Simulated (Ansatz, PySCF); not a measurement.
(1R)-1-chloro-1-fluoro-2-methylpropane (C4H8ClF), SMILES C(C)(C)[C@H](F)Cl. Atoms are numbered in the order given.

```xyz
14

C     -0.4065     1.9414    -0.6208
C     -0.1413     0.4883    -0.9862
C     -1.4204    -0.3174    -1.1650
C      0.8106    -0.1675    -0.0019
F      1.1221    -1.4197    -0.4128
Cl     0.1166    -0.2693     1.6487
H     -0.9528     2.0095     0.3321
H      0.5279     2.5153    -0.5175
H     -1.0140     2.4266    -1.3985
H      0.4211     0.4636    -1.9384
H     -2.0376     0.1167    -1.9652
H     -2.0122    -0.3188    -0.2372
H     -1.1966    -1.3604    -1.4293
H      1.7447     0.4049     0.1080
```

Coordinates come from a PBE0-D3(BJ)/def2-SVP optimisation. Other conformers were not sampled.

Two levels are set side by side: PBE-D3(BJ)/def2-SVP (Ansatz, a quantum-chemistry and plane-wave program) and PBE0-D3(BJ)/def2-SVP (Ansatz). Each level has its own optimised geometry; the coordinates shown are those of the second. Frequencies come from the Hessian of PySCF at each geometry. Differences are taken from unrounded values.

| quantity | PBE0-D3(BJ) | PBE-D3(BJ) | PBE-D3(BJ) minus PBE0-D3(BJ) |
|---|---|---|---|
| mean bond length (Å) | 1.271 | 1.281 | 0.010 |
| bond C1–C2 (Å) | 1.522 | 1.531 | 0.009 |
| bond C2–C3 (Å) | 1.522 | 1.531 | 0.009 |
| bond C2–C4 (Å) | 1.518 | 1.528 | 0.009 |
| bond C4–F5 (Å) | 1.354 | 1.369 | 0.015 |
| bond C4–Cl6 (Å) | 1.793 | 1.817 | 0.024 |
| bond C1–H7 (Å) | 1.100 | 1.109 | 0.008 |
| bond C1–H8 (Å) | 1.101 | 1.109 | 0.008 |
| bond C1–H9 (Å) | 1.100 | 1.108 | 0.008 |
| bond C2–H10 (Å) | 1.106 | 1.115 | 0.009 |
| bond C3–H11 (Å) | 1.100 | 1.108 | 0.008 |
| bond C3–H12 (Å) | 1.100 | 1.109 | 0.008 |
| bond C3–H13 (Å) | 1.099 | 1.107 | 0.008 |
| bond C4–H14 (Å) | 1.101 | 1.110 | 0.009 |
| highest harmonic wavenumber (cm⁻¹) | 3172 | 3082 | -90 |
| mean harmonic wavenumber (cm⁻¹) | 1415 | 1367 | -48 |
| zero-point energy (kcal/mol) | 72.82 | 70.37 | -2.45 |

GGA bonds tend to be longer and softer than those of functionals with exact exchange. Differences between two approximate levels are no errors against the true value.
